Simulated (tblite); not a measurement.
Compound: C3H10F2OSi2.
Numbering: `[F:1][CH2:2][CH2:3][C@H:4]([SiH3:5])[O:6][SiH2:7][F:8]` (hydrogens: H9, H10 on C2; H11, H12 on C3; H13 on C4; H14, H15, H16 on Si5; H17, H18 on Si7)

Geometry (GFN2-xTB, Å), atoms numbered from 1 in this order:
```
atom  x, y, z in Å
F1     1.5548   -0.8955   -2.1211
C2     1.4586   -1.2396   -0.7910
C3     1.2169    0.0029    0.0540
C4    -0.1210    0.6818   -0.2345
Si5   -0.2336    2.4723    0.4345
O6    -1.2027    0.0313    0.4189
Si7   -1.8811   -1.4181    0.4272
F8    -0.9346   -2.4655    1.2146
H9     0.6409   -1.9604   -0.7131
H10    2.4036   -1.7239   -0.5246
H11    1.2517   -0.2810    1.1061
H12    2.0216    0.7140   -0.1431
H13   -0.3044    0.6447   -1.3151
H14   -1.5771    2.9660    0.1438
H15    0.0014    2.4191    1.8764
H16    0.7902    3.2902   -0.2208
H17   -2.0491   -2.0435   -0.8750
H18   -3.0448   -1.1884    1.2514
```

Calculated harmonic vibrations of the isolated species, GFN2-xTB (tblite), most abundant isotopes, no scaling. Against measured fundamentals such values can be off by several per cent, at times by over 20. Modes of hydrogen on silicon can be 10 to 20 % off. One conformer, not necessarily the lowest.

Harmonic wavenumbers (cm⁻¹): 27.0, 48.6, 80.2, 94.5, 112.7, 151.6, 172.7, 199.7, 265.3, 286.0, 410.9, 460.1, 529.5, 546.5, 566.1, 604.3, 705.9, 747.0, 756.4, 763.9, 773.0, 774.1, 790.1, 821.8, 871.5, 934.4, 1034.7, 1056.7, 1101.2, 1147.5, 1185.3, 1199.4, 1239.0, 1291.3, 1325.2, 1344.8, 1443.1, 1448.7, 2257.2, 2284.4, 2295.8, 2326.0, 2423.8, 2891.4, 2949.6, 2974.8, 2988.8, 3005.6.

A = 1331, B = 1055, C = 669.4 MHz; mass 156.024 u (most abundant isotopes); point group C1, symmetry number 1.

Task: Zero-point energy?

Result: ½Σν̃ = 26854 cm⁻¹ = 76.78 kcal/mol.

Task: Give the ideal-gas entropy at 273.15 K and 1 bar in the rigid-rotor, harmonic-oscillator model (classical rotation).

Result: Translation 40.64, rotation 29.95, vibration 35.40: S = 106.0 cal/(mol K).

Task: And Cp and H(273.15 K) − H(0)?

Result: Cp = 40.50 cal/(mol K), of which vibrations give 32.55 (their classical limit is 48 R = 95.4); H(273.15 K) − H(0) = 6.95 kcal/mol without the zero-point energy, 4.78 from vibrations.

Task: How do the functions run with temperature in this model?

Result: 
```tsv
T (K)	S (cal/(mol K))	Cp (cal/(mol K))	H − H(0) (kcal/mol)	G − H(0) (kcal/mol)	ln q(vib)
100	76.1	22.3	1.55	-6.07	3.03
200	94.7	32.6	4.28	-14.65	6.59
300	109.9	43.3	8.08	-24.90	9.87
500	136.3	60.4	18.57	-49.60	15.98
800	168.4	75.8	39.22	-95.51	24.26
1000	186.0	82.2	55.05	-131.00	29.21
```

q(vib) and H(0) count from the zero-point level.

Task: What must be added to the electronic energy to get the Gibbs energy at 273.15 K and 1 bar?

Result: ZPE + [H(273.15 K) − H(0)] − T·S = 76.78 + 6.95 − 28.95 = 54.78 kcal/mol.

Hindered rotation and anharmonicity are outside this model. Other conformers, if any are populated, would add a mixing term that is left out. The structure is chiral; the term R ln 2 for an equal mix with its mirror image is left out.

The run took 1.2 s wall on an Arm Neoverse N1 with one thread (shared host). The figure is for the frequency step alone.
